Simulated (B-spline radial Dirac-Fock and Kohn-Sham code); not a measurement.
What relativity does to the binding energies of Hf²³⁺

System: hafnium as Hf²³⁺, configuration [Kr] 4d10 4f3.

Both columns are ΔSCF binding energies of the configuration average from a radial atomic solver: non-relativistic Hartree-Fock with a point nucleus, and Dirac-Fock with a finite nucleus and the Coulomb interaction alone, averaged over the two j levels with weights 2j+1.

```
shell  Hartree-Fock (eV)  Dirac-Fock (eV)  shift (eV)  shift (%)
   1s            61364.1          66378.5    +5014.39      +8.17
   2s            10720.5          12041.7    +1321.15     +12.32
   2p            10270.5          10706.5     +435.96      +4.24
   3s             3016.2           3341.4     +325.15     +10.78
   3p             2809.7           2930.4     +120.61      +4.29
   3d             2429.5           2413.0      -16.48      -0.68
   4s             1124.5           1215.1      +90.63      +8.06
   4p             1035.2           1069.3      +34.13      +3.30
   4d              872.2            870.3       -1.96      -0.22
   4f              678.4            669.4       -9.00      -1.33
```

Relativity binds 1s, 2s, 2p, 3s, 3p, 4s, 4p more strongly, among those listed most of all 2s in relative terms, and 3d, 4d, 4f more weakly, because the contracted s and p shells screen the nucleus better.

Values without a named source are computed, but for edge energies of neutral atoms, which are taken from tables.
